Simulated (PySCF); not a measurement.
CH4Cl2OSi2, SMILES O1C[Si](Cl)([SiH2]1)Cl.

Geometry optimised at PBE0-D3(BJ)/def2-SVP. The structure was generated by enumeration, and PubChem lists no compound with its InChIKey, so it may never have been made.

Computed with PBE/def2-TZVP in PySCF.

Isolated molecule, no solvent.

Estimate the frontier levels, gap, dipole moment and polarisability. (The exact figures need the calculation; the answer reports its results.)


```
Item                                                                                                            Result
---------------------------------------------------------------------------------------------  -----------------------
highest occupied level                                                                                        -6.72 eV
lowest empty level                                                                                            -1.66 eV
orbital gap                                                                                                    5.07 eV
dipole moment                                                                                                0.116 e·Å
quadrupole, principal values (traceless, Buckingham form, about the centre of nuclear charge)   -5.76, -0.63, 6.39 D·Å
mean static polarisability                                                                       92.3 bohr³ (13.67 Å³)
polarisability, principal values                                                               79.2, 91.1, 106.5 bohr³
```
